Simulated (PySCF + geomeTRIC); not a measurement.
Species: [Cr(=O)2(OH)2] (charge 0, multiplicity 1).

**Question.** Give a relaxed geometry from BP86-D3(BJ)/def2-SVP (PySCF + geomeTRIC).

**Answer.** One answer among several that fit: the end point of this relaxation, one of several conformers.
Z-matrix (Å, degrees):
```
Cr
O 1 1.5707
O 1 1.5711 2 106.98
O 1 1.7424 2 110.19 3 120.06
H 4 0.9786 1 121.56 2 -56.48
O 1 1.7426 2 110.41 3 -119.94
H 6 0.9787 1 121.54 2 59.24
```
